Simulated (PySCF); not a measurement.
HOZn, doublet, geometry from GFN2-xTB (such geometries of metal compounds can be far from the true shape) (the spin is typed, not shown lowest). Base run: B3LYP/cc-pVDZ in PySCF.

The PySCF input:
```python
from pyscf import gto, scf, dft

mol = gto.Mole()
mol.atom = '''
    Zn   -0.289584   -0.175872   -0.272505
    O     0.944445    0.483028    0.894663
    H     1.131952    1.411941    1.017830
'''
mol.basis = 'cc-pvdz'
mol.charge = 0
mol.spin = 1
mol.verbose = 4
mol.build()

mf = dft.UKS(mol)
mf.xc = 'b3lyp'
mf.kernel()
```

Variants of this job, named by their change:

```tsv
change	ΔE vs base (µEh)	grid points	electrons on the grid	outcome
base	0.0	44536	39.00000	converged
grids.level = 2	-26.2	29624	39.00003	converged
grids.prune = dft.gen_grid.sg1_prune	-	-	-	input refused
grids.prune = off	0.0	76816	39.00000	converged
grids.atom_grid = (75, 302)	-26.1	41960	39.00003	converged
grids.atom_grid = (50, 194)	-158	19296	38.99995	converged
grids.level = 5	-0.9	111256	39.00000	converged
grids.level = 4	-0.8	74352	39.00000	converged
grids.radi_method = gauss_chebyshev	-0.1	43632	39.00000	converged
grids.level = 1	-0.5	15096	38.99992	converged
grids.radi_method = mura_knowles	-0.1	41392	39.00000	converged
```

Open shells are given as the SCF converged; they aren't shown to be the lowest states, and a large step between rows can be another state.

- grids.prune = dft.gen_grid.sg1_prune: ended with `IndexError: index 30 is out of bounds for axis 0 with size 19`
